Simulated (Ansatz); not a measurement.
Species: C₄H₅BS, SMILES `Bc1ccsc1` (charge 0, multiplicity 1).

### Question
Give a relaxed geometry from Ansatz (an electronic-structure program) with CAM-B3LYP-D3(BJ)/def2-TZVP.

### Answer
Several could match; the one computed here: the end point of this relaxation, one of several conformers (outside a Z-matrix the atoms follow the SMILES, hydrogens last).
Z-matrix (Å, degrees):
```
C
C 1 1.3768
H 2 1.0784 1 126.62
C 1 1.4341 2 110.26 3 179.99
C 4 1.3529 1 113.59 2 0.00
H 5 1.0773 4 128.47 1 -179.98
H 4 1.0804 5 123.38 6 0.03
B 1 1.5208 2 122.95 3 -0.02
H 8 1.1921 1 120.65 2 -179.99
H 8 1.1923 9 119.46 1 -180.00
S 2 1.6932 3 120.48 1 179.98
```
